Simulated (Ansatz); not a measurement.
Geometry optimisation, RKS PBE-D4/def2-SVP (Ansatz).

input.yaml

```yaml
crystal:
  periodic: [false, false, false]
  atoms:
    - { symbol: "N", position_ang: [1.5701, 1.2171, -0.1984] }
    - { symbol: Al, position_ang: [0.7254, -0.3559, 0.4316] }
    - { symbol: F, position_ang: [1.4584, -1.25, 1.7804] }
    - { symbol: P, position_ang: [-1.1632, -1.1384, -0.5399] }
    - { symbol: O, position_ang: [-2.2165, 0.1109, 0.1122] }
    - { symbol: H, position_ang: [0.9413, 1.5976, -1.0189] }
    - { symbol: H, position_ang: [2.4871, 1.0093, -0.5865] }
    - { symbol: H, position_ang: [-1.4666, -2.0613, 0.5409] }
    - { symbol: H, position_ang: [-2.2475, 0.8244, -0.5385] }
basis:
  gaussian: { orbitals: def2-SVP }
hamiltonian:
  xc: pbe
  dispersion: d4
relax:
  f_tol: 0.02
  max_steps: 50
```

Launched with:

```bash
$ ansatz run input.yaml --threads 2 --pin off --max-ram 3072MiB --backend cpu --events-out ev --progress --plain --runs-dir out
```

Problem. Where does it end, and by what steps?

Solution. The run converged. After 17 steps the energy has fallen by 0.752 eV; F3 moved furthest, 1.06 Å.

```json
{"step": "0", "energy less start (eV)": "0.0000", "largest force component (eV/Å)": "2.711", "accepted": "yes"}
{"step": "1", "energy less start (eV)": "-0.3027", "largest force component (eV/Å)": "1.976", "accepted": "yes"}
{"step": "2", "energy less start (eV)": "-0.4547", "largest force component (eV/Å)": "1.564", "accepted": "yes"}
{"step": "3", "energy less start (eV)": "-0.5372", "largest force component (eV/Å)": "1.186", "accepted": "yes"}
{"step": "4", "energy less start (eV)": "-0.6011", "largest force component (eV/Å)": "0.728", "accepted": "yes"}
{"step": "5", "energy less start (eV)": "-0.6495", "largest force component (eV/Å)": "0.607", "accepted": "yes"}
{"step": "6", "energy less start (eV)": "-0.6729", "largest force component (eV/Å)": "0.617", "accepted": "yes"}
{"step": "7", "energy less start (eV)": "-0.6947", "largest force component (eV/Å)": "0.559", "accepted": "yes"}
{"step": "8", "energy less start (eV)": "-0.7202", "largest force component (eV/Å)": "0.100", "accepted": "yes"}
{"step": "9", "energy less start (eV)": "-0.7245", "largest force component (eV/Å)": "0.089", "accepted": "yes"}
{"step": "10", "energy less start (eV)": "-0.7331", "largest force component (eV/Å)": "0.322", "accepted": "yes"}
{"step": "11", "energy less start (eV)": "-0.7380", "largest force component (eV/Å)": "0.249", "accepted": "yes"}
{"step": "12", "energy less start (eV)": "-0.7431", "largest force component (eV/Å)": "0.147", "accepted": "yes"}
{"step": "13", "energy less start (eV)": "-0.7432", "largest force component (eV/Å)": "0.166", "accepted": "yes"}
{"step": "14", "energy less start (eV)": "-0.7508", "largest force component (eV/Å)": "0.067", "accepted": "yes"}
{"step": "15", "energy less start (eV)": "-0.7514", "largest force component (eV/Å)": "0.052", "accepted": "yes"}
{"step": "16", "energy less start (eV)": "-0.7518", "largest force component (eV/Å)": "0.031", "accepted": "yes"}
{"step": "17", "energy less start (eV)": "-0.7519", "largest force component (eV/Å)": "0.019", "accepted": "yes"}
```

```xyz
9
Properties=species:S:1:pos:R:3
N 1.435 0.984 -0.205
Al 0.889 -0.624 0.303
F 1.973 -1.720 0.977
P -1.341 -1.215 -0.140
O -1.810 0.416 -0.437
H 0.768 1.672 -0.562
H 2.368 1.390 -0.117
H -1.673 -1.326 1.270
H -2.520 0.378 -1.105
```

Whether the end is a true minimum wasn't checked by a vibrational analysis.

The run took 41 s on 2 threads of Intel(R) Xeon(R) Platinum 8488C (Sapphire Rapids) (shared host), peak memory 0.2 GiB.
